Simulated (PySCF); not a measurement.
PySCF input for Sn(OH)3 (H₃O₃Sn), SMILES [OH][Sn]([OH])[OH], multiplicity 2, TDA-LC-ωPBE/def2-SVPD. Geometry optimised at PBE0-D3(BJ)/def2-SVP. The multiplicity is an assumed one; other spin states were not compared. The isomer is the one that the SMILES or the coordinates give; other isomers of the formula were not compared. The def2 effective core potentials stand for the cores of Sn; spin–orbit coupling is left out. One conformer was computed; it need not be the lowest.

```python
import numpy as np
from pyscf import gto, scf, dft, tdscf

mol = gto.M(
    atom='''
    Sn   -0.00000000    0.00000000    0.28695959
    O    -0.52111565    1.75848992   -0.50758804
    H     0.26028762    2.28581947   -0.72195554
    O     1.78345477   -0.42794556   -0.50758804
    H     1.84943393   -1.36832542   -0.72195554
    O    -1.26233911   -1.33054436   -0.50758804
    H    -2.10972154   -0.91749405   -0.72195555
    ''',
    basis='def2-SVPD',
    ecp={'Sn': 'def2-svp'},
    charge=0,
    spin=1,
    max_memory=1600,
    verbose=4,
)
mf = dft.UKS(mol, xc='lc_wpbe').density_fit(auxbasis='def2-universal-jkfit')
mf.grids.level = 3
mf.conv_tol = 1e-9
mf.max_cycle = 100
mf.kernel()
fine, coarse = mf.grids, dft.Grids(mol).set(level=1).build(with_non0tab=True)
for _ in range(3):  # follow internal instabilities
    mf.grids = coarse
    mo, _, stable, _ = mf.stability(return_status=True, nroots=4)
    mf.grids = fine
    if stable:
        break
    mf.kernel(mf.make_rdm1(mo, mf.mo_occ))
mf.grids = dft.Grids(mol).set(level=1).build(with_non0tab=True)  # coarser grid for the response kernel
td = tdscf.TDA(mf)
td.nstates = 10
td.conv_tol = 1e-4
td.kernel(x0=td.get_init_guess(mf, 15))
td.analyze(verbose=3)
```

Log of the run:

```
PySCF version 2.14.0

[INPUT] verbose = 4
[INPUT] num. atoms = 7
[INPUT] num. electrons = 49
[INPUT] charge = 0
[INPUT] spin (= nelec alpha-beta = 2S) = 1
[INPUT] symmetry False subgroup None
[INPUT] Mole.unit = angstrom
[INPUT] Symbol           X                Y                Z      unit          X                Y                Z       unit  Magmom
[INPUT]  1 Sn     0.000000000000   0.000000000000   0.286959590000 AA    0.000000000000   0.000000000000   0.542275033917 Bohr   0.0
[INPUT]  2 O     -0.521115650000   1.758489920000  -0.507588040000 AA   -0.984765857725   3.323064341608  -0.959202379705 Bohr   0.0
[INPUT]  3 H      0.260287620000   2.285819470000  -0.721955540000 AA    0.491872315415   4.319572768498  -1.364298244712 Bohr   0.0
[INPUT]  4 O      1.783454770000  -0.427945560000  -0.507588040000 AA    3.370241070849  -0.808699904624  -0.959202379705 Bohr   0.0
[INPUT]  5 H      1.849433930000  -1.368325420000  -0.721955540000 AA    3.494923613178  -2.585760293080  -1.364298244712 Bohr   0.0
[INPUT]  6 O     -1.262339110000  -1.330544360000  -0.507588040000 AA   -2.385475194227  -2.514364436985  -0.959202379705 Bohr   0.0
[INPUT]  7 H     -2.109721540000  -0.917494050000  -0.721955550000 AA   -3.986795909696  -1.733812475418  -1.364298263610 Bohr   0.0

nuclear repulsion = 206.512442755888
number of shells = 51
number of NR pGTOs = 196
number of NR cGTOs = 125
basis = def2-SVPD
ecp = {'Sn': 'def2-svp'}


[settings echo left out]
init E= -417.945579161607
  alpha nocc = 25  HOMO = -0.798129406852969  LUMO = -0.55937201354844
  beta  nocc = 24  HOMO = -0.85286565552533  LUMO = -0.798129406852965

WARN: HOMO -0.798129406852969 >= LUMO -0.798129406852965

cycle= 1 E= -440.688317875459  delta_E= -22.7  |g|=  1.5  |ddm|= 7.21
  alpha nocc = 25  HOMO = -0.123658789407983  LUMO = 0.100332779160088
  beta  nocc = 24  HOMO = -0.294874231701729  LUMO = 0.0295438214108401
  HOMO = -0.123658789408  LUMO = 0.0295438214108  gap/eV = 4.16886
cycle= 2 E= -441.331715409251  delta_E= -0.643  |g|= 0.86  |ddm|=  6.4
  alpha nocc = 25  HOMO = -0.325870060021828  LUMO = 0.0663818706719282
  beta  nocc = 24  HOMO = -0.418162606508825  LUMO = -0.0816544667628953
  HOMO = -0.325870060022  LUMO = -0.0816544667629  gap/eV = 6.64544
cycle= 3 E= -441.540940335564  delta_E= -0.209  |g|= 0.0434  |ddm|= 1.65
  alpha nocc = 25  HOMO = -0.354565268399725  LUMO = 0.0658815879821006
  beta  nocc = 24  HOMO = -0.434150911488326  LUMO = -0.0807271363378135
  HOMO = -0.3545652684  LUMO = -0.0807271363378  gap/eV = 7.45152
cycle= 4 E= -441.544472167185  delta_E= -0.00353  |g|= 0.0261  |ddm|= 0.187
  alpha nocc = 25  HOMO = -0.355374985117329  LUMO = 0.0663690370054278
  beta  nocc = 24  HOMO = -0.430547155818978  LUMO = -0.0763692774189408
  HOMO = -0.355374985117  LUMO = -0.0763692774189  gap/eV = 7.59213
cycle= 5 E= -441.54533946218  delta_E= -0.000867  |g|= 0.016  |ddm|= 0.0743
  alpha nocc = 25  HOMO = -0.358073760989882  LUMO = 0.0664199398242658
  beta  nocc = 24  HOMO = -0.434309365865498  LUMO = -0.0746124575467491
  HOMO = -0.35807376099  LUMO = -0.0746124575467  gap/eV = 7.71337
cycle= 6 E= -441.545838343388  delta_E= -0.000499  |g|= 0.00646  |ddm|= 0.0706
  alpha nocc = 25  HOMO = -0.358864382319389  LUMO = 0.0666061624977496
  beta  nocc = 24  HOMO = -0.434040097936302  LUMO = -0.0741437800977565
  HOMO = -0.358864382319  LUMO = -0.0741437800978  gap/eV = 7.74764
cycle= 7 E= -441.545954047503  delta_E= -0.000116  |g|= 0.00221  |ddm|= 0.0386
  alpha nocc = 25  HOMO = -0.358614198060089  LUMO = 0.0666640200917625
  beta  nocc = 24  HOMO = -0.434080758900263  LUMO = -0.0741977087692511
  HOMO = -0.35861419806  LUMO = -0.0741977087693  gap/eV = 7.73937
cycle= 8 E= -441.545971933346  delta_E= -1.79e-05  |g|= 0.00072  |ddm|= 0.0135
  alpha nocc = 25  HOMO = -0.358591916335634  LUMO = 0.0666744940463263
  beta  nocc = 24  HOMO = -0.434194803151564  LUMO = -0.074231014913174
  HOMO = -0.358591916336  LUMO = -0.0742310149132  gap/eV = 7.73785
cycle= 9 E= -441.545973658301  delta_E= -1.72e-06  |g|= 0.000147  |ddm|= 0.00432
  alpha nocc = 25  HOMO = -0.3585637466579  LUMO = 0.0666747800753373
  beta  nocc = 24  HOMO = -0.434195742800116  LUMO = -0.0742669526471396
  HOMO = -0.358563746658  LUMO = -0.0742669526471  gap/eV = 7.73611
cycle= 10 E= -441.545973714916  delta_E= -5.66e-08  |g|= 4.58e-05  |ddm|= 0.000704
  alpha nocc = 25  HOMO = -0.358561793399449  LUMO = 0.0666749828582595
  beta  nocc = 24  HOMO = -0.434195963560032  LUMO = -0.074272468472742
  HOMO = -0.358561793399  LUMO = -0.0742724684727  gap/eV = 7.73591
cycle= 11 E= -441.545973717879  delta_E= -2.96e-09  |g|= 3.42e-05  |ddm|= 0.000127
  alpha nocc = 25  HOMO = -0.358562668869126  LUMO = 0.0666750816322922
  beta  nocc = 24  HOMO = -0.434200211241582  LUMO = -0.0742723218316677
  HOMO = -0.358562668869  LUMO = -0.0742723218317  gap/eV = 7.73593
cycle= 12 E= -441.54597371856  delta_E= -6.8e-10  |g|= 1.24e-05  |ddm|= 4.34e-05
  alpha nocc = 25  HOMO = -0.358561729446699  LUMO = 0.0666754059626265
  beta  nocc = 24  HOMO = -0.434199176574484  LUMO = -0.0742712073650189
  HOMO = -0.358561729447  LUMO = -0.074271207365  gap/eV = 7.73594
Extra cycle  E= -441.545973718666  delta_E= -1.07e-10  |g|= 1.25e-05  |ddm|= 2.45e-05
converged SCF energy = -441.545973718666  <S^2> = 0.75761253  2S+1 = 2.0075981
tot grids = 30984
uhf_internal: lowest eigs of H = [0.27018913 0.27020874 0.30633261 0.30635341]
<class 'pyscf.df.df_jk.DFUKS'> wavefunction is stable in the internal stability analysis
tot grids = 30984


******** <class 'pyscf.tdscf.uks.TDA'> for <class 'pyscf.df.df_jk.DFUKS'> ********
nstates = 10
deg_eia_thresh = 1.000e-03
wfnsym = None
conv_tol = 0.0001
eigh lindep = 1e-12
eigh level_shift = 0
eigh max_cycle = 100


Excitation energies (eV)
[3.82892215 3.82903986 4.61737426 4.69455656 4.69462607 5.83156093
 5.83162928 5.87187486 6.48292446 7.1950551 ]

** Excitation energies and oscillator strengths **
Excited State   1:      3.82892 eV    323.81 nm  f=0.0006
Excited State   2:      3.82904 eV    323.80 nm  f=0.0006
Excited State   3:      4.61737 eV    268.52 nm  f=0.0301
Excited State   4:      4.69456 eV    264.10 nm  f=0.0329
Excited State   5:      4.69463 eV    264.10 nm  f=0.0329
Excited State   6:      5.83156 eV    212.61 nm  f=0.1576
Excited State   7:      5.83163 eV    212.61 nm  f=0.1576
Excited State   8:      5.87187 eV    211.15 nm  f=0.0010
Excited State   9:      6.48292 eV    191.25 nm  f=0.1741
Excited State  10:      7.19506 eV    172.32 nm  f=0.0184
```

Self-consistency was reached.

Cost: about 4 core-minutes (a rough figure).
